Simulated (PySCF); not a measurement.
Compound: C4H8Si.
Numbering: `[CH3:1][C:2]#[C:3][SiH2:4][CH3:5]` (hydrogens: H6, H7, H8 on C1; H9, H10 on Si4; H11, H12, H13 on C5)

Method: PBE0-D3(BJ)/def2-SVP geometry optimisation, gas phase (PySCF 2.14.0); density fitting, grid level 1; the optimiser is geomeTRIC in internal coordinates, started from a GFN2-xTB structure with every atom displaced at random (about 0.01 Å).

Step 0: E = -12140.7968 eV
```
atom  x, y, z in Å  |  force x, y, z in eV/Å
C1      2.8469   -1.0104    0.2304   -0.952   2.038  -0.660
C2      1.5431   -0.3203    0.3028    0.584  -0.411  -0.048
C3      0.4619    0.2394    0.3652    0.761  -0.200   0.054
Si4    -1.1215    1.0819    0.4734   -1.379  -0.786  -0.350
C5     -2.4147    0.0816   -0.5499    0.631   1.203   1.118
H6      3.1484   -1.2906    1.2160    0.462  -0.458   0.990
H7      2.7664   -1.8633   -0.4164    0.074  -0.836  -0.476
H8      3.5935   -0.3007   -0.1935   -0.158  -0.389   0.176
H9     -1.0206    2.4468   -0.0580    0.076   0.472  -0.146
H10    -1.5766    1.1393    1.8941    0.046   0.061   0.058
H11    -2.1200    0.0169   -1.5726    0.401  -0.047  -1.206
H12    -3.3885    0.5497   -0.5037   -0.597   0.435   0.014
H13    -2.5360   -0.9097   -0.1682    0.051  -1.081   0.476
```

Step 1: E = -12140.9241 eV
```
atom  x, y, z in Å  |  force x, y, z in eV/Å
C1      2.8136   -1.0065    0.2377    0.150  -0.235   0.136
C2      1.5799   -0.2442    0.2605    0.060  -0.034   0.039
C3      0.5338    0.3802    0.3146   -0.111  -0.173  -0.071
Si4    -1.1493    1.0846    0.4453   -0.246   0.185  -0.025
C5     -2.4112    0.0887   -0.5426    0.211  -0.265  -0.069
H6      3.1167   -1.3056    1.2618   -0.135   0.016  -0.228
H7      2.7190   -1.9204   -0.3783   -0.077   0.105   0.144
H8      3.6484   -0.4324   -0.1829    0.058   0.186  -0.076
H9     -1.1524    2.5004   -0.0375    0.056  -0.003  -0.006
H10    -1.5226    1.1066    1.8934   -0.020  -0.021   0.003
H11    -2.1535    0.1001   -1.6183   -0.043   0.007   0.172
H12    -3.4377    0.4743   -0.4283    0.113   0.069   0.050
H13    -2.4024   -0.9652   -0.2057   -0.017   0.161  -0.070
```

**Question.** Estimate the geometry and energy of step 2. (The exact step hangs on the optimiser's Hessian estimate; all steps are aligned on step 1, rigid shifts and turns removed.)

**Answer.** E = -12140.9418 eV, largest force 0.142 eV/Å
```
atom  x, y, z in Å  |  force x, y, z in eV/Å
C1      2.8124   -1.0033    0.2325    0.128  -0.020  -0.026
C2      1.5643   -0.2678    0.2722   -0.032   0.073   0.033
C3      0.5137    0.3494    0.3284   -0.023  -0.140  -0.012
Si4    -1.1570    1.0847    0.4498   -0.032   0.131   0.039
C5     -2.3957    0.0842   -0.5404    0.043  -0.117  -0.048
H6      3.1221   -1.3069    1.2459   -0.017  -0.003  -0.027
H7      2.7170   -1.9139   -0.3804   -0.009   0.004   0.016
H8      3.6264   -0.3967   -0.1972   -0.045   0.008   0.008
H9     -1.1250    2.4961   -0.0446    0.020  -0.008  -0.005
H10    -1.5507    1.1175    1.8927   -0.007  -0.003  -0.004
H11    -2.1270    0.0849   -1.6084   -0.015   0.013   0.021
H12    -3.4114    0.4944   -0.4356   -0.003   0.028   0.006
H13    -2.4070   -0.9619   -0.1954   -0.009   0.035  -0.002
```

The energy changes by -0.0177 eV. The first-order estimate −F·Δx gives -0.0275 eV and the mean of the old and new forces, exact on a quadratic surface, -0.0176 eV. The step makes an angle of 68° with the force vector and moves no atom by more than 0.044 Å.

What follows is the cost of the whole optimisation. On one thread, Arm Neoverse N1 (aarch64), shared host with 64 logical CPUs at a one-minute load of 40, this took 51 s of wall time and 0.46 GiB of memory at its peak.
